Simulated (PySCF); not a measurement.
Stretching SiSe⁺

Set-up: Si def2-TZVPPD, Se def2-TZVPPD; no relativity (PySCF 2.14). Energies in eV from Si⁺ + Se in their ground configurations at the same level. State: ²Π (doublet), unpaired electrons π ↑.

```tsv
R (Å)	UHF-CCSD(T)	PBE
1.901		-2.789
1.989	-3.094	-3.507
2.077	-3.482	-3.916
2.144	-3.621	-4.075
2.210	-3.662	-4.138
2.276	-3.630	-4.127
2.365	-3.504	-4.030
2.475	-3.257	-3.816
2.608	-2.836	-3.482
2.785		-2.991
```

Put a parabola through the three lowest points of the PBE curve and estimate Re, k and ωe (reduced mass 20.72 u; 1 eV/Å² = 0.16022 mdyn/Å; ωe = 1302.8·√(k/μ) cm⁻¹).

Through R = 2.144, 2.21, 2.276 Å the second-order coefficient is 8.49 eV/Å², so Re ≈ 2.233 Å, k ≈ 2.72 mdyn/Å and ωe ≈ 472 cm⁻¹. A polynomial fit of higher order to the unrounded PBE energies gives Re = 2.232 Å, k = 2.42 mdyn/Å, ωe = 446 cm⁻¹; anharmonicity and rounding make the difference.

The higher-order fit for each curve: PBE: Re = 2.232 Å, ωe = 446 cm⁻¹, De = 4.14 eV. UHF-CCSD(T) gave no clean fit.

Correlated steps freeze 14 core orbitals. ⟨S²⟩ of the unrestricted solution departs from its pure value on part of the curve, where spin states mix. Spin–orbit coupling is left out. For an ion De counts to the pair picked by the measured ionisation energies or electron affinities, which need not be the lowest pair at this level. The state was picked by a PBE0 search and need not be the measured ground state.
